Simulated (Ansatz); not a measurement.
Consider the atomization: `O[SiH]1C=C(F)N1` → 2 C• + F• + 4 H• + N• + O• + Si•.

Calculated with Ansatz (gas phase, PBE0-D4/def2-TZVP geometries, no zero-point term in ΔE). CCSD(T)/CBS adds triple-zeta CCSD(T) − MP2 to the extrapolated MP2 energy (def2 sets, frozen cores). This one scheme is used for every species, atoms too. DFT in def2-TZVPP. HSE06 is defined as in plane-wave codes. Open shells (•) are unrestricted, without spin–orbit coupling. Spin–orbit coupling would lower the free atoms: a little for C, F, O, Si. One conformer a species, not always the lowest.

CCSD(T)/CBS gives +42.30 eV.

(1) Another level gave +42.07 eV. Which?
A. B97M-V/def2-TZVPP
B. r2SCANh-D4/def2-TZVPP
C. HF/def2-TZVPP
D. HSE06-D4/def2-TZVPP

Largest T1 diagnostic among the species: 0.013.

Answers

(1) B. r2SCANh-D4 42.07, B97M-V 42.45, HSE06-D4 42.57, HF/def2-TZVPP 28.90 eV.

From BLYP to BHLYP (50 % exact exchange), in def2-TZVPP and without D4, ΔE moves by −1.80 eV: exact exchange takes away binding that semilocal exchange gives to molecules. At CCSD(T), def2-SVP lies −3.11 eV from the extrapolated value and def2-TZVPP −1.38 eV: correlation converges slowly with the basis, and small sets miss more of it in the bonded molecule than in its fragments. In def2-TZVPP, CCSD(T) changes the Hartree–Fock value by +12.03 eV (the triples alone add +0.87 eV) and MP2 by +13.42 eV; breaking electron pairs costs correlation energy, which Hartree–Fock lacks.

For atomizations the MP2-based limit and the directly extrapolated one differ by several kJ/mol either way, and by 10 to 25 for some Ge, Se and Sn compounds, so smaller differences from it don't rank the levels.
